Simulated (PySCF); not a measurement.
Compound: C2H13FSi5.
Atom-mapped SMILES: `[F:1][CH2:2][C@H:3]([SiH3:4])[SiH:5]1[SiH2:6][SiH2:7][SiH2:8]1`

Definitions: NICS(0) = −σiso at the ring centroid; NICS(1) = −σiso and NICS(1)zz = −σzz at ±1 Å along the ring normal z. Level: GIAO PBE0/pcSseg-1 (PySCF, non-relativistic, gas phase) on the GFN2-xTB geometry, one conformer.

Ring bond lengths (Å), with Mayer bond orders in brackets: Si5–Si6 2.363 (0.87), Si6–Si7 2.356 (0.86), Si7–Si8 2.356 (0.85), Si8–Si5 2.367 (0.88).

**Question.** What do the NICS probes read (ppm)?

**Answer.** 
| ring | type | NICS(0) | NICS(1), two faces | NICS(1)zz, two faces | rms pucker (Å) | centre to ring atoms, mean (Å) |
| --- | --- | --- | --- | --- | --- | --- |
| Si5–Si6–Si7–Si8 | 4-membered ring with 4 Si; formal bonds all single | 2.5 | -0.8 / -0.4 | 5.9 / 5.5 | 0.06 | 1.67 |

**Question.** What do they say, and how far can they be read as aromaticity?

**Answer.** 
- Si5–Si6–Si7–Si8: mean NICS(1)zz 5.7 ppm, deshielded. Si5, Si6, Si7, Si8 have four or more neighbours, so the value isn't read as a sign of a π ring current.

**Question.** What is the mean of the two in-plane components of NICS at the second NICS(1) probe listed for ring Si5–Si6–Si7–Si8, 1 Å off the ring?

**Answer.** The isotropic value is a third of the trace: (3 × -0.4 − (5.5))/2 = -3.4 ppm.

**Question.** What are the shieldings of the ring atoms and their hydrogens in the same run (means over atoms taken as equivalent)?

**Answer.** 
| atoms | environment | σ isotropic (ppm) |
| --- | --- | --- |
| Si5 | SiH silicon | 384.7 |
| Si6 | SiH2 silicon | 435.7 |
| Si7 | SiH2 silicon | 445.2 |
| Si8 | SiH2 silicon | 446.5 |
| H on Si5 | Si–H hydrogen | 26.76 |
| H on Si6 | Si–H hydrogen | 27.49 |
| H on Si6 | Si–H hydrogen | 27.50 |
| H on Si7 | Si–H hydrogen | 27.55 |
| H on Si7 | Si–H hydrogen | 27.51 |
| H on Si8 | Si–H hydrogen | 27.46 |
| H on Si8 | Si–H hydrogen | 27.56 |

The values belong to the conformer `[F:1][CH2:2][C@H:3]([SiH3:4])[SiH:5]1[SiH2:6][SiH2:7][SiH2:8]1`: F1–C2–C3–Si4 72°, C2–C3–Si5–Si6 63°.
